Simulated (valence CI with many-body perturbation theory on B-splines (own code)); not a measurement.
Values are calculated unless marked as measured or tabulated.
## Run record, Tb⁵²⁺

The program does CI of the valence electrons with many-body perturbation theory for a frozen closed Dirac-Fock core.

Command, and the settings that its task file holds:

```sh
python run_cv.py task.json out
```

```
atom Tb  Z=65  mass_number=159  rms_radius_fm=5.0600
core [Ne]
valence 3s2 3p2
avg = 1
basis = S
breit = 1
cap = 10000
capref = 1200
cscale = 1
de = 0.0
dress = 0
eps = 2e-08
h = 0.27
hh = 1
l2 = 3
lcore = 6
maxit = 60
n2 = 5
natural = 1
nlev = 20
nno = [3, 3, 3, 2, 1]
nroot = 26
nsp = [3, 3, 2, 1, 0]
pt2 = 1
qed = 1
rpa = 1
s1 = 1
s2 = 1
s3 = 1
screen = 1
tol = 2e-05
```

Task: What became of the run, and why?

Result: It gave no result: the electrons of core and valence do not add up to the charge. The program said: "core and valence hold 14 electrons, the ion has 13".
